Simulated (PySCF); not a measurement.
Isomers C₆H₁₁N₃OSi:

A. SMILES N1=NC(C(C)=O)=CN1[SiH](C)C
B. SMILES C1(C)=NN=C(C=O)N1[SiH](C)C
C. `n1c(C(C)=O)cnn1[SiH](C)C`

Spectrum 1. 1H NMR (500 MHz, computed): δ 10.05 (s, 1H), 5.32 (sept, 1H), 2.71 (s, 3H), 0.59 (d, 6H). 13C{1H} NMR (computed): δ 189.8 (CH), 164.2 (C), 160.3 (C), 15.5 (CH3), -1.0 (CH3).

Spectrum 2. 1H NMR (500 MHz, computed): δ 8.42 (s, 1H), 5.65 (sept, 1H), 2.74 (s, 3H), 0.56 (d, 6H). 13C{1H} NMR (computed): δ 197.0 (C), 153.7 (C), 143.5 (CH), 30.8 (CH3), -0.8 (CH3).

Spectrum 3. 1H NMR (500 MHz, computed): δ 8.22 (s, 1H), 5.50 (sept, 1H), 2.89 (s, 3H), 0.63 (d, 6H). 13C{1H} NMR (computed): δ 197.6 (C), 152.4 (C), 137.4 (CH), 31.4 (CH3), -0.4 (CH3).

- geometry: GFN2-xTB
- σ from GIAO-PBE0/pcSseg-1
- program: PySCF
- equivalent nuclei averaged, non-relativistic, one conformer, no solvent model

Referencing at the same level of theory: 1H (31.72 ppm) and 13C (186.93 ppm) against TMS. Where no couplings were computed, multiplicities follow the n + 1 count of equivalent neighbours, and m marks all less simple cases (inequivalent or close neighbours, rings, F or P nearby). Shifts are as computed. Against solution values, carbons near 30 ppm lie about +3 ppm off and those near 130 ppm about +5 ppm. Of 1211 compounds with measured shifts, 218 miss one by over three times the rms of a fit or turn the order of signals round; such compounds aren't used in these exercises.

Q: Match each spectrum to its structure.

A: 1–B, 2–C, 3–A.

- Spectrum 1 (B): 5 13C signals; δC 189.8 is an aldehyde carbonyl carbon; δC 15.5 is a methyl carbon on an aromatic ring.
- Spectrum 2 (C): 5 13C signals; δC 197.0 is a ketone carbonyl carbon; δC 143.5 is an aromatic CH next to a ring nitrogen.
- Spectrum 3 (A): 5 13C signals; δC 197.6 is a ketone carbonyl carbon; δC 31.4 is a methyl carbon α to a carbonyl.
